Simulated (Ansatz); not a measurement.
`BB(C)OC` + `CCN[SiH3]` → `BN([SiH3])CC` + `CBOC`  (cleavage of the B–B bond)

Gas-phase electronic energies from Ansatz, PBE0-D4/def2-TZVP geometries. CCSD(T)/CBS adds triple-zeta CCSD(T) − MP2 to the extrapolated MP2 energy (def2 sets, frozen cores). Functionals use def2-TZVPP. B3LYP here is the variant with VWN-RPA as its local correlation; programs differ in this. Each species was taken in one conformer, which may not be the lowest.

`BB(C)OC`:

Z-matrix (Å, degrees):
```
C
B 1 1.577
H 1 1.094 2 113.2
H 1 1.097 2 108.9 3 -117.8
H 1 1.093 2 111.7 3 123.4
O 2 1.357 1 116.4 3 -141.0
B 2 1.685 1 119.2 3 39.7
C 6 1.408 2 121.7 1 -178.0
H 7 1.201 2 122.6 1 84.3
H 7 1.201 2 122.1 1 -90.7
H 8 1.097 6 112.0 2 -5.6
H 8 1.093 6 109.6 2 115.1
H 8 1.092 6 109.2 2 -125.9
```

`CCN[SiH3]`:

```xyz
13

C     0.330    1.932   -0.136
C    -0.173    0.569   -0.569
N    -0.224   -0.366    0.537
Si   -0.029   -2.060    0.359
H     1.328    1.853    0.300
H     0.371    2.622   -0.982
H    -0.332    2.369    0.617
H     0.503    0.156   -1.326
H    -1.151    0.679   -1.061
H    -0.770   -0.032    1.317
H    -0.004   -2.652    1.722
H     1.252   -2.318   -0.354
H    -1.101   -2.751   -0.423
```

`BN([SiH3])CC`:

Cartesian coordinates in Å:
```
B -0.911 -0.497 -1.579
N -0.093 -0.449 -0.449
Si 1.609 -0.850 -0.504
C -0.636 -0.070 0.860
C -0.503 1.416 1.135
H -2.080 -0.249 -1.464
H -0.437 -0.786 -2.640
H 1.865 -2.023 0.376
H 1.990 -1.152 -1.901
H 2.426 0.280 0.017
H -1.688 -0.363 0.891
H -0.125 -0.642 1.643
H -0.903 1.660 2.123
H 0.541 1.734 1.104
H -1.056 1.991 0.389
```

`CBOC`:

Z-matrix (Å, degrees):
```
C
B 1 1.560
H 1 1.091 2 113.4
H 1 1.096 2 110.3 3 122.2
H 1 1.096 2 110.1 3 -121.9
O 2 1.348 1 119.6 3 0.7
H 2 1.208 1 122.0 3 -179.3
C 6 1.411 2 122.3 1 179.9
H 8 1.094 6 111.4 2 0.3
H 8 1.092 6 109.0 2 121.1
H 8 1.092 6 109.1 2 -120.5
```

```
             level  ΔE (kJ/mol)  difference from CCSD(T)/CBS
         r2SCAN-D4       -174.7                          4.2
           PBE0-D4       -172.2                          6.7
          B3LYP-D4       -177.5                          1.4
           ωB97X-V       -172.8                          6.1
            B2PLYP       -179.2                         -0.3
               PBE       -170.0                          8.9
            r2SCAN       -174.1                          4.8
             B3LYP       -173.3                          5.6
     HF/def2-TZVPP       -168.5                         10.4
    MP2/def2-TZVPP       -187.2                         -8.3
SCS-MP2/def2-TZVPP       -183.5                         -4.6
   CCSD/def2-TZVPP       -177.1                          1.8
     HF/def2-QZVPP       -168.8                         10.1
SCS-MP2/def2-QZVPP       -182.6                         -3.7
      HF/CBS(def2)       -168.8                         10.1
     MP2/CBS(def2)       -185.6                         -6.7
       CCSD(T)/CBS       -178.9                            0
```

Largest T1 diagnostic among the species: 0.013.

In def2-TZVPP, CCSD(T) changes the Hartree–Fock value by −12.0 kJ/mol (the triples alone add −3.5 kJ/mol) and MP2 by −18.7 kJ/mol. The D4 term adds −4.2 kJ/mol with B3LYP and −2.2 kJ/mol with PBE0; it sums over pairs of atoms, weighted by their polarisabilities, and B3LYP, whose exchange is more repulsive, gets the larger term.
